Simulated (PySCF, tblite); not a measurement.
Isomers of C8H16N2, one GFN2-xTB conformer each. Single-point energies are computed at PBE0/pcSseg-1 (PySCF, gas phase, no added dispersion term), electronic only.

```csv
SMILES,GFN2-xTB relative energy (kJ/mol)
C=C[C@H]1CCN(CCC)N1,120.7
C[C@H]1C=NN(C(C)(C)C)C1,0.0
CCN(C)N=C1CCCC1,16.0
```

Conformers: `[CH2:1]=[CH:2][C@H:3]1[CH2:4][CH2:5][N:6]([CH2:7][CH2:8][CH3:9])[NH:10]1` with C1–C2–C3–C4 116°, C5–N6–C7–C8 -162°, N6–C7–C8–C9 -76°, C2–C3–C4–C5 128°, C3–C4–C5–N6 19°, C4–C5–N6–C7 -164°, C5–N6–N10–C3 44°; `[CH3:1][CH2:2][N:3]([CH3:4])[N:5]=[C:6]1[CH2:7][CH2:8][CH2:9][CH2:10]1` with C1–C2–N3–C4 -64°, C2–N3–N5–C6 -166°, N5–C6–C7–C8 172°, C6–C7–C8–C9 31°, C7–C8–C9–C10 -40°, C8–C9–C10–C6 34°.

Problem. What does PBE0/pcSseg-1 give for the same structures?

Solution. 
```json
{"SMILES": "C[C@H]1C=NN(C(C)(C)C)C1", "PBE0/pcSseg-1 E (Eh)": "-423.39378", "PBE0/pcSseg-1 (kJ/mol)": "0.0", "GFN2-xTB (kJ/mol)": "0.0", "point group": "C1"}
{"SMILES": "CCN(C)N=C1CCCC1", "PBE0/pcSseg-1 E (Eh)": "-423.37975", "PBE0/pcSseg-1 (kJ/mol)": "36.8", "GFN2-xTB (kJ/mol)": "16.0", "point group": "C1"}
{"SMILES": "C=C[C@H]1CCN(CCC)N1", "PBE0/pcSseg-1 E (Eh)": "-423.35778", "PBE0/pcSseg-1 (kJ/mol)": "94.5", "GFN2-xTB (kJ/mol)": "120.7", "point group": "C1"}
```

Both levels put the same isomer lowest; measured from each level's own lowest isomer, the values differ by up to 26.2 kJ/mol (C=C[C@H]1CCN(CCC)N1: 120.7 against 94.5). As drawn, the lowest has a C=N bond, which the highest lacks; the highest has an N–H bond and a C=C bond outside aromatic rings, which the lowest lacks.

Problem. Which frontier levels, dipoles and rotational constants go with these structures?

Solution. 
```json
{"SMILES": "C[C@H]1C=NN(C(C)(C)C)C1", "HOMO (eV, PBE0/pcSseg-1)": "-5.54", "LUMO (eV)": "0.50", "dipole (D)": "2.00", "A, B, C (MHz)": "2503, 907.5, 829.8"}
{"SMILES": "CCN(C)N=C1CCCC1", "HOMO (eV, PBE0/pcSseg-1)": "-5.46", "LUMO (eV)": "0.64", "dipole (D)": "1.65", "A, B, C (MHz)": "3022, 683.8, 611.3"}
{"SMILES": "C=C[C@H]1CCN(CCC)N1", "HOMO (eV, PBE0/pcSseg-1)": "-5.89", "LUMO (eV)": "0.21", "dipole (D)": "1.83", "A, B, C (MHz)": "2254, 787.5, 620.0"}
```

Problem. What happens when harmonic zero-point energies from GFN2-xTB frequencies are added?

Solution. 
```json
{"SMILES": "C[C@H]1C=NN(C(C)(C)C)C1", "ZPE (kJ/mol)": "602.7", "electronic (kJ/mol)": "0.0", "with ZPE (kJ/mol)": "0.0"}
{"SMILES": "CCN(C)N=C1CCCC1", "ZPE (kJ/mol)": "605.8", "electronic (kJ/mol)": "36.8", "with ZPE (kJ/mol)": "39.9"}
{"SMILES": "C=C[C@H]1CCN(CCC)N1", "ZPE (kJ/mol)": "604.1", "electronic (kJ/mol)": "94.5", "with ZPE (kJ/mol)": "95.9"}
```

The zero-point energies span 3.1 kJ/mol. The order is unchanged.
